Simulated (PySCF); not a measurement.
# A series of derivatives of CC[SiH](Cl)SC

Parent skeleton `[CH3:1][CH2:2][SiH:3]([Cl:4])[S:5][CH3:6]`; one hydrogen on atom 6 is replaced by X. Hydrogens on one atom are averaged.

- NMR shieldings at PBE0/pcSseg-1/GIAO
- structure optimised with GFN2-xTB
- code: PySCF 2.14
- no solvent, non-relativistic, fast rotation and ring inversion assumed for equivalent nuclei, one computed conformer

Shifts are taken against calculated references (same method and geometry level): TMS for 13C (σref 186.93), 29Si (σref 349.16), 1H (σref 31.72); 35Cl (σref 949.78) against HCl; CS2 for 33S (σref 503.73).

(1) Give δ (ppm) for X = iPr, SSiH3, SCH3, CH2SiH3, C(S)CH3, propynyl, CH3, cPr, ethynyl.

(2) Which position responds most, and to which substituents?

## Answers

(1) 
```csv
X,SMILES,C1,C2,Si3,Cl4,S5,C6,H(C1),H(C2),H(Si3)
iPr,CC[Si@@H](Cl)SCC(C)C,7.8,13.6,17.5,-22.1,-128.0,41.8,1.22,0.92,5.89
SSiH3,CC[Si@@H](Cl)SCS[SiH3],9.3,15.9,17.8,5.6,-98.6,35.3,1.11,1.14,5.32
SCH3,CC[Si@@H](Cl)SCSC,8.5,14.4,18.0,-1.7,-87.4,43.5,1.02,1.19,6.03
CH2SiH3,CC[Si@@H](Cl)SCC[SiH3],9.2,15.3,19.2,-26.2,-66.2,33.1,1.20,1.01,5.82
C(S)CH3,CC[Si@@H](Cl)SCC(C)=S,8.7,14.6,21.1,0.7,-53.4,50.6,1.21,1.10,5.75
propynyl,CC#CCS[Si@@H](Cl)CC,9.1,14.0,20.0,-16.9,-61.9,21.3,1.21,0.99,5.84
CH3,CCS[Si@H](Cl)CC,9.1,15.2,18.8,-23.9,-89.5,28.5,1.19,0.99,5.85
cPr,CC[Si@@H](Cl)SCC1CC1,9.2,14.9,21.0,-7.1,-80.9,38.6,1.20,1.00,5.98
ethynyl,C#CCS[Si@H](Cl)CC,9.1,13.1,18.8,-12.2,-59.1,19.9,1.23,1.02,5.95
```

(2) S5: from -128.0 ppm with iPr to -53.4 ppm with C(S)CH3.
